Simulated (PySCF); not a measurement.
octafluoropropane (C₃F₈), SMILES FC(F)(F)C(F)(F)C(F)(F)F. Atoms are numbered in the order given.

```xyz
11

F      1.3863     1.1007     1.0002
C      1.3169     0.0000     0.2353
F      1.3709    -1.0849     1.0241
F      2.3646    -0.0164    -0.6013
C      0.0000     0.0000    -0.5975
F     -0.0003    -1.1048    -1.3808
F      0.0003     1.1048    -1.3808
C     -1.3169     0.0000     0.2353
F     -1.3709     1.0849     1.0241
F     -2.3646     0.0164    -0.6013
F     -1.3863    -1.1007     1.0002
```
Charge 0, spin multiplicity 1.

Geometry optimised at PBE-D3(BJ)/def2-SVP.

Calculation: TDA-PBE0/def2-SVPD (PySCF).

Vertical excitations. The molecule is in vacuum. State labels are in the subgroup C2.

Computed lowest excited states:
```csv
state,symmetry,energy (eV),λ (nm),f,main pairs
S1,A,9.95,125,0.000,HOMO→LUMO+1 96 %
S2,B,10.08,123,0.045,HOMO→LUMO 92 %
S3,B,10.89,114,0.002,HOMO→LUMO+2 92 %
S4,B,11.56,107,0.006,"HOMO−1→LUMO+1 50 %, HOMO−3→LUMO 29 %, HOMO−4→LUMO 11 %"
S5,A,11.58,107,0.003,"HOMO→LUMO+3 69 %, HOMO−1→LUMO 27 %"
S6,A,11.63,107,0.049,"HOMO−1→LUMO 56 %, HOMO→LUMO+3 26 %, HOMO−1→LUMO+2 12 %"
T1,A,9.28,134,0,HOMO→LUMO+1 92 %
T2,B,9.32,133,0,"HOMO→LUMO 78 %, HOMO→LUMO+2 15 %"
```
Triplets are in the Tamm–Dancoff approximation.
